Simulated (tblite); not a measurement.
Isomers of C7H5N3. Level: GFN2-xTB in tblite, geometry and Hessian alike; calculated harmonic values, unscaled, isolated species. Errors from tens to a few hundred cm⁻¹ against measured bands are possible. One conformer each.

Electronic energies: GFN2-xTB at the same geometries; isomer energies are rough at this level and their order can be wrong.

```
          SMILES  electronic energy, lowest = 0 (kJ/mol)
  C#Cc1nnncc1C=C                                   152.9
 C=C=C=Cc1ncncn1                                     0.0
C#Cc1ncc(C=C)nn1                                    99.4
```

**Question.** How do GFN2-xTB zero-point energies change the relative energies?

**Answer.** 
```
          SMILES  ZPE (kJ/mol)  of it from modes above 1550 cm⁻¹  electronic (kJ/mol)  with ZPE, lowest = 0 (kJ/mol)  lowest mode (cm⁻¹)  rings
 C=C=C=Cc1ncncn1         268.5                             124.1                  0.0                            0.0                  51      1
C#Cc1ncc(C=C)nn1         266.9                             117.6                 99.4                           97.8                  34      1
  C#Cc1nnncc1C=C         266.5                             117.6                152.9                          151.0                  55      1
```

The zero-point energies span 2.0 kJ/mol, from `C#Cc1nnncc1C=C` to `C=C=C=Cc1ncncn1`. The order is unchanged.

**Question.** What do entropy and thermal enthalpy add at 298.15 K and 1 bar (rigid rotor, harmonic oscillator, one conformer each)?

**Answer.** 
```tsv
SMILES	point group	symmetry number	S (J/(mol K))	H − H(0) (kJ/mol)	ZPE + H − H(0) − TS (kJ/mol)
C=C=C=Cc1ncncn1	Cs	1	395.9	26.28	176.7
C#Cc1ncc(C=C)nn1	Cs	1	399.6	26.79	174.6
C#Cc1nnncc1C=C	C1	1	398.9	26.80	174.4
```
